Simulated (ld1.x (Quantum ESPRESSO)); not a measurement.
**PBE RRKJ dataset for rhodium, non-relativistic all-electron reference.**

```json
{"Element": "rhodium (Rh)", "Generator": "ld1.x (Quantum ESPRESSO) 7.5", "Type": "norm-conserving RRKJ (Kleinman–Bylander form)", "Functional": "PBE", "Relativity": "non-relativistic", "Frozen core": "[Kr]", "Valence charge": "9", "Reference configuration": "4d8 5s1 5p0", "Partial waves": "5s (bound): rc 2.55 bohr; 5p (bound, empty): rc 2.55 bohr; 4d (bound): rc 1.10 bohr", "Local potential": "the d channel", "Core correction": "Bessel-smoothed model core, default radius (core density twice the valence density)", "rho0": "0.005"}
```

Poles of the logarithmic derivatives, all-electron (AE) and pseudo (PS). s: poles at 1.9 (AE) and 1.5, 4.2 (PS) Ry. p: poles at 2.9 (AE) and 2.5 (PS) Ry. d: poles at -0.2, 4.9 (AE) and -0.2, 4.9 (PS) Ry. Test radius 2.75 bohr.

* Cutoffs needed: 90 Ry and 120 Ry (the cutoffs (Ry, on a coarse ladder) from which the occupation-weighted sum of valence levels, in a spherical-Bessel basis at the reference potential, stays within 10 and 1 mRy of its value at 400 Ry)
* Ghost test: ghost states, extra bound levels that the all-electron valence spectrum of the same l lacks: s at -128.4 eV, p at -43.7 eV; a true bound ghost makes a file unfit for plane-wave use (spherical-Bessel basis up to 400 Ry, 20 bohr box)
* Largest excitation error: -1104 meV (all-electron minus pseudo) for 4d5 5s0 5p0, out of 7 test configurations
